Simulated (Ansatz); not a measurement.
Ansatz (a quantum-chemistry and plane-wave program) input (CCSD(T)/def2-SVPD):

Ansatz 0.2 input:
```yaml
crystal:
  periodic: [false, false, false]
  atoms:
    - {symbol: Ba, position_ang: [-0.00000000, -0.00000000, -0.62886067]}
    - {symbol: Cl, position_ang: [0.00000000, 0.00000000, 2.07154102]}
basis:
  gaussian:
    orbitals: def2-SVPD
magnetization: {spin_polarized: true, initial_magnetization: 1}
correlation: {method: ccsd_t, electrons: outside_noble_gas}
output: {forces: true}
```

End of the output:

```
integrals: 0.04 GiB planned
465 factors; integrals over basis functions are off by at most 5.8e-4 eV
mean field: 0.11 GiB planned
mean field evaluation 1: about -13183.8435 eV, gradient 1.2e1 eV
mean field evaluation 2: about -13183.8541 eV, gradient 1.2e1 eV
mean field evaluation 4: about -13185.1007 eV, gradient 8.9e-1 eV
mean field evaluation 8: about -13185.1301 eV, gradient 3.2e-3 eV
mean field evaluation 16: about -13185.0894 eV, gradient 8.9e-1 eV
mean field evaluation 32: about -13185.1301 eV, gradient 2.7e-6 eV
mean field evaluation 64: about -13183.6901 eV, gradient 4.3e-2 eV
mean field evaluation 96: about -13183.8113 eV, gradient 1.1e-2 eV
mean field evaluation 128: about -13183.7842 eV, gradient 1.5e-1 eV
mean field -13185.13010616 eV, -484.5445941993 hartree, gradient 2.7e-6 eV, S^2 0.750509; 7 other end points of the search recorded, 0 dependent functions left out
determinant -13185.13010616 eV, -484.5445941993 hartree, with singles and doubles -13189.71902000 eV, -484.7132336722 hartree
determinant -13183.82120246 eV, -484.4964928755 hartree, with singles and doubles -13188.39969507 eV, -484.6647493756 hartree
determinant -13183.81130444 eV, -484.4961291299 hartree, with singles and doubles -13188.40146995 eV, -484.6648146011 hartree
determinant -13183.69010686 eV, -484.4916752008 hartree, with singles and doubles -13188.29861225 eV, -484.6610346504 hartree
9 core orbitals not correlated, not the lowest: weight in the atoms' cores, before any rotation towards them, 0.757 or more for the frozen orbitals, at most 0.234 for the correlated occupied ones
reference -13185.13010616 eV, -484.5445941993 hartree; 5, 4 occupied and 46, 47 virtual orbitals, 465 factors
densities: 0.19 GiB planned
second order -4.28065112 eV of doubles, -0.00000000 eV of singles
coupled cluster: 0.15 GiB planned
cycle   1  -4.59041429 eV  change   -4.5e-2 eV  update   1.4e-2
cycle   2  -4.59626911 eV  change   -5.9e-3 eV  update   5.2e-3
cycle   3  -4.59705238 eV  change   -7.8e-4 eV  update   2.6e-3
cycle   4  -4.59759401 eV  change   -5.4e-4 eV  update   1.2e-3
cycle   5  -4.59762771 eV  change   -3.4e-5 eV  update   6.4e-4
cycle   6  -4.59761927 eV  change    8.4e-6 eV  update   2.9e-4
cycle   7  -4.59762598 eV  change   -6.7e-6 eV  update   1.2e-4
cycle   8  -4.59762798 eV  change   -2.0e-6 eV  update   4.3e-5
cycle   9  -4.59763079 eV  change   -2.8e-6 eV  update   1.4e-5
cycle  10  -4.59763139 eV  change   -6.0e-7 eV  update   3.9e-6
cycle  11  -4.59763138 eV  change    1.4e-8 eV  update   1.6e-6
cycle  12  -4.59763125 eV  change    1.3e-7 eV  update   8.8e-7
cycle  13  -4.59763122 eV  change    2.6e-8 eV  update   5.5e-7
perturbative correction -0.11274055 eV, -0.0041431390 hartree
the calculation of the forces begins
Total energy: -13189.84047794 eV, -484.7176971692 hartree
Atom 0 at    -0.000000    -0.000000    -0.628861 Å, force    -0.000000     0.000000    -0.986945 eV/Å
Atom 1 at     0.000000     0.000000     2.071541 Å, force     0.000000     0.000000     0.986945 eV/Å
Dipole moment:     0.000000     0.000000    -0.979361 e Å
```
